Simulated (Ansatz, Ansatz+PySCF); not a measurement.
```xyz
2

Zn    0.0000    0.0000    0.0000
O     0.0000    0.0000    1.8500
```

Basis set: def2-SVP (spherical functions). Charge 0, multiplicity 3.

Computed with Ansatz (development build ahead of 0.2.0); each method stands on the lowest determinant of its kind that the runs found.

The atomization energy at this shape (free ground-state atoms in the same class of orbitals less the molecule, no zero-point energy) of triplet ZnO:

| method | atomization energy |
| --- | --- |
| UHF | 5.72 kcal/mol |
| ROHF | 5.25 kcal/mol |

Q: What does PBE0 (unrestricted) give?

A: 32.40 kcal/mol.
